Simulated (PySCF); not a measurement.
A TDDFT job was run through a driver script with this input:

```
{"job": {"kind": "uv", "xc": "PBE0", "basis": "def2-SVPD", "nstates": 6, "ntriplets": 2}, "charge": 0, "multiplicity": 1}
C     -2.156693    -0.700128    -0.328457
B     -0.688073    -0.093108    -0.292569
P     -0.473944     1.763314    -0.774130
N      0.399877    -0.902601     0.046079
B      1.829936    -0.688046     0.055579
N      2.400709     0.417169    -0.550937
H     -2.814482    -0.194914     0.379066
H     -2.191608    -1.765197    -0.103370
H     -2.606290    -0.557838    -1.311622
H     -1.735222     2.178168    -0.378746
H      0.115204     2.159237     0.416542
H      0.149467    -1.834949     0.346942
H      2.516313    -1.483595     0.578298
H      3.388115     0.600504    -0.561227
H      1.862278     1.109974    -1.049015
```

The calculation used PySCF, TDDFT PBE0/def2-SVPD, vertical, gas phase, core orbitals frozen in the response. Job line and output are in the format of a driver script around the code.

Problem. Give the output.

Solution. 
```
coarse grid: 12592 points
cycle   1  E = -543.4700141554  dE =  4.721e-01  |g| = 5.128e-01  |ddm| = 7.661e+00
cycle   2  E = -543.4424568826  dE =  2.756e-02  |g| = 6.269e-01  |ddm| = 1.636e+00
cycle   3  E = -543.5357730565  dE = -9.332e-02  |g| = 6.374e-02  |ddm| = 8.570e-01
cycle   4  E = -543.5366834143  dE = -9.104e-04  |g| = 2.421e-02  |ddm| = 1.419e-01
cycle   5  E = -543.5368173943  dE = -1.340e-04  |g| = 6.471e-03  |ddm| = 4.031e-02
cycle   6  E = -543.5368280719  dE = -1.068e-05  |g| = 1.785e-03  |ddm| = 1.297e-02
cycle   7  E = -543.5368287440  dE = -6.721e-07  |g| = 5.450e-04  |ddm| = 3.142e-03
final grid: 115888 points
cycle   8  E = -543.5935686922  dE = -3.608e-05  |g| = 8.700e-03  |ddm| = 2.357e-01
cycle   9  E = -543.5935572740  dE =  1.142e-05  |g| = 1.121e-02  |ddm| = 3.534e-02
cycle  10  E = -543.5935871972  dE = -2.992e-05  |g| = 8.184e-04  |ddm| = 1.486e-02
cycle  11  E = -543.5935873538  dE = -1.566e-07  |g| = 2.016e-04  |ddm| = 2.057e-03
cycle  12  E = -543.5935873629  dE = -9.061e-09  |g| = 6.688e-05  |ddm| = 4.120e-04
cycle  13  E = -543.5935873640  dE = -1.044e-09  |g| = 2.225e-05  |ddm| = 1.841e-04
cycle  14  E = -543.5935873641  dE = -1.204e-10  |g| = 5.045e-06  |ddm| = 4.504e-05
converged SCF energy = -543.5935873641

Static polarisability (au): isotropic 84.065, principal 63.637 91.554 97.003

Singlet excitations
state   eV       nm        f      main configurations
  1   5.3991    229.6   0.03662   H->L 0.96
  2   6.2704    197.7   0.03360   H->L+1 0.94
  3   6.4622    191.9   0.08779   H-1->L 0.83
  4   6.5955    188.0   0.09272   H->L+2 0.74, H->L+4 0.08
  5   7.0350    176.2   0.01482   H-1->L+1 0.67, H->L+3 0.20
  6   7.0933    174.8   0.01306   H-2->L 0.72, H->L+3 0.08

Triplet excitations (Tamm-Dancoff, eV): 4.7655 5.5242
```

Geometry: GFN2-xTB, one conformer, isolated molecule.

The SCF starts on a coarse grid; the energy jumps when the final grid takes over, and dE counts afresh there. H and L stand for HOMO and LUMO.

The values belong to the conformer `[CH3:1][B:2]([PH2:3])[NH:4][BH:5][NH2:6]`: C1–B2–N4–B5 174°, B2–N4–B5–N6 -12°, H–P3–B2–C1 28°, H–P3–B2–C1 122°, H–N6–B5–N4 180°, H–N6–B5–N4 -2°.
